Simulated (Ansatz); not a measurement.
Geometry optimisation, RHF/def2-SVP (Ansatz 0.2.0).

Input:

```yaml
crystal:
  periodic: [false, false, false]
  atoms:
    - { symbol: W, position_ang: [0.0, 0.0, 0.0] }
    - { symbol: H, position_ang: [0.0, 0.0, 2.07] }
    - { symbol: H, position_ang: [1.72, 0.0, 0.0] }
    - { symbol: H, position_ang: [0.0, 1.72, 0.0] }
    - { symbol: H, position_ang: [-1.72, 0.0, 0.0] }
    - { symbol: H, position_ang: [0.0, -1.72, 0.0] }
    - { symbol: H, position_ang: [0.0, 0.0, -1.72] }
    - { symbol: F, position_ang: [1.4129, 1.4719, 0.6779] }
    - { symbol: H, position_ang: [0.7451, 0.7762, 1.879] }
basis:
  gaussian: { orbitals: def2-SVP }
hamiltonian:
  xc: hf
relax:
  f_tol: 0.15
  max_steps: 25
  restrain:
    - { distance: [0, 7], at: 1.85, k: 30.0 }
    - { distance: [8, 1], at: 0.66, k: 30.0 }
    - { distance: [0, 1], at: 2.92, k: 30.0 }
    - { distance: [8, 7], at: 2.12, k: 30.0 }
```

Launched with:

```bash
$ ansatz run input.yaml --threads 1 --pin off --max-ram 2048MiB --backend cpu --events-out ev --progress --plain --runs-dir out
```

Q: Where does it end, and by what steps?

A: The forces met the threshold. The restraints hold the end off the free minimum. After 10 steps the energy has fallen by 7.877 eV (the restraints' own energy left out); H4 moved furthest, 0.98 Å. Parted: W1–H2, W1–H9. Joined: H2–H9.

| step | energy less start (eV) | largest force component (eV/Å) | accepted |
| --- | --- | --- | --- |
| 0 | 0.0000 | 5.639 | yes |
| 1 | -2.0901 | 4.235 | yes |
| 2 | -3.5879 | 4.317 | yes |
| 3 | -5.6340 | 2.783 | yes |
| 4 | -6.9943 | 1.366 | yes |
| 5 | -7.4997 | 1.312 | yes |
| 6 | -7.7000 | 1.100 | yes |
| 7 | -7.8308 | 0.871 | yes |
| 8 | -7.8641 | 0.891 | yes |
| 9 | -7.8597 | 0.802 | no |
| 10 | -7.8770 | 0.945 | yes |

```xyz
9
Properties=species:S:1:pos:R:3
W 0.207 0.215 -0.369
H 0.398 0.418 2.537
H 1.294 -0.754 0.414
H -0.776 1.291 0.411
H -1.418 -0.217 -0.191
H -0.207 -1.414 -0.186
H 0.372 0.379 -2.062
F 1.468 1.493 0.214
H 0.820 0.836 2.139
```

Time of the run: 25 s on 1 thread of AMD EPYC 7R43 64-Core Processor (Zen 3), on a shared host, peak memory 0.15 GiB.
